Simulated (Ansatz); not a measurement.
The inner images of a band of ClGeH3 + H2O (8 atoms, charge 0, multiplicity 1) are given out of order.

Theory: Ansatz, RKS PBE-D4/def2-mTZVP.

Image 0:

```xyz
8
Properties=species:S:1:pos:R:3
Ge 0.425 0.039 -0.110
Cl 0.324 -0.094 2.088
H 1.938 0.084 -0.426
H -0.289 1.339 -0.519
H -0.231 -1.238 -0.672
O -2.687 0.032 0.788
H -3.189 -0.802 0.812
H -2.168 0.009 1.617
```

Image 8:

```xyz
8
Properties=species:S:1:pos:R:3
Ge -0.263 -0.074 -0.562
Cl -0.861 0.690 3.290
H 0.956 -0.814 0.038
H -0.077 1.452 -0.606
H -0.670 -0.670 -1.931
O -1.700 -0.275 0.569
H -1.937 -1.214 0.692
H -1.325 0.274 2.087
```

Task: Put them in order from the first end to the last, with their energies above the first end.
A.
```xyz
8
Properties=species:S:1:pos:R:3
Ge 0.438 0.137 -0.140
Cl 0.242 0.128 2.054
H 1.920 -0.210 -0.402
H 0.083 1.563 -0.605
H -0.516 -0.935 -0.695
O -2.825 -0.153 0.874
H -3.006 -1.110 0.862
H -2.214 -0.049 1.631
```
B.
```xyz
8
Properties=species:S:1:pos:R:3
Ge 0.314 0.202 -0.148
Cl 0.103 0.418 2.043
H 1.688 -0.482 -0.271
H 0.263 1.645 -0.684
H -0.788 -0.672 -0.774
O -2.739 -0.343 0.926
H -2.581 -1.300 0.826
H -2.137 -0.098 1.659
```
C.
```xyz
8
Properties=species:S:1:pos:R:3
Ge -0.305 -0.055 -0.498
Cl -0.581 0.710 3.079
H 0.900 -0.771 0.154
H -0.163 1.476 -0.509
H -0.638 -0.645 -1.889
O -1.793 -0.312 0.561
H -2.011 -1.259 0.656
H -1.288 0.226 2.024
```
D.
```xyz
8
Properties=species:S:1:pos:R:3
Ge 0.045 0.149 -0.127
Cl 0.040 0.622 2.133
H 1.385 -0.611 -0.045
H 0.067 1.602 -0.634
H -0.832 -0.688 -1.108
O -2.326 -0.320 0.833
H -2.326 -1.296 0.821
H -1.930 -0.088 1.705
```
E.
```xyz
8
Properties=species:S:1:pos:R:3
Ge -0.309 -0.039 -0.407
Cl -0.366 0.729 2.781
H 0.897 -0.766 0.229
H -0.155 1.490 -0.446
H -0.704 -0.655 -1.764
O -1.853 -0.308 0.606
H -2.086 -1.254 0.682
H -1.301 0.171 1.897
```
F.
```xyz
8
Properties=species:S:1:pos:R:3
Ge -0.199 0.068 -0.211
Cl -0.062 0.792 2.348
H 1.074 -0.726 0.141
H -0.118 1.565 -0.541
H -0.848 -0.666 -1.435
O -1.969 -0.335 0.770
H -2.152 -1.297 0.808
H -1.604 -0.031 1.698
```
G.
```xyz
8
Properties=species:S:1:pos:R:3
Ge -0.265 0.011 -0.315
Cl -0.221 0.751 2.554
H 0.974 -0.743 0.203
H -0.146 1.532 -0.473
H -0.803 -0.664 -1.599
O -1.881 -0.313 0.708
H -2.113 -1.264 0.762
H -1.423 0.061 1.739
```

Result: A (+0.03 eV), B (+0.13 eV), D (+0.61 eV), F (+0.89 eV), G (+0.79 eV), E (+0.55 eV), C (+0.46 eV).

Run time: 12 min on 2 threads of Intel(R) Xeon(R) Processor @ 2.50GHz (Skylake/Cascade Lake), with other jobs on the host, peak memory 0.15 GiB.
